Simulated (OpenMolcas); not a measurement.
A calculation on Cu IV.

| Quantity | Value |
| --- | --- |
| Program | OpenMolcas |
| Method | CASSCF |
| Basis | ANO-RCC-VTZP [6s5p3d2f1g] |
| Scalar Hamiltonian | DKH2, point nucleus |
| Active space | 8 electrons in 10 orbitals (3d 4d) |
| State averaging | 2S+1 = 3 even, 10 roots; 2S+1 = 1 even, 15 roots |
| Spin-orbit coupling | state interaction with AMFI integrals over the reference wave functions, term energies averaged over their components |

Q: Which level of the active space comes out lowest?

A: 3d⁸ ³F₄, with 100 % of that term; it is also the measured ground level.

Q: How high does 3d⁸ ¹G₄ lie?

A: 29783 cm⁻¹ above the lowest level; measured 26913 cm⁻¹ above the ground level, so the calculation is off by +11 %.

Q: How high does 3d⁸ ³P₂ lie?

A: 23041 cm⁻¹ above the lowest level; measured 19697 cm⁻¹ above the ground level, so the calculation is off by +17 %.

Q: How high does 3d⁸ ³P₁ lie?

A: 23402 cm⁻¹ above the lowest level; measured 20097 cm⁻¹ above the ground level, so the calculation is off by +16 %.

Q: The level at 19343 cm⁻¹ has J = 2. What is it made of, and what is its g factor?

A: 84 % 3d⁸ ¹D₂, 15 % 3d⁸ ³P; g = 1.073, against 1.000 from Landé's formula for the pure leading term.

Measured values: Sugar and Musgrove, J. Phys. Chem. Ref. Data 19, 527 (1990).

Without dynamic correlation excited terms often stand tens of per cent too high (terms of higher spin than the ground term too low), and those without a measured partner can miss by more than the paired ones. Active for correlation alone: 4d; no level in the range computed is led by a configuration that fills it, so any true level of that kind is missing. Measured partners are found by configuration, term and J. A level has none where our copy of the source lacks it or the pairing is in doubt (some pairs that miss far off the trend of their configuration count as doubtful), and it then counts in no deviation. Levels of configurations outside the active space are missing.
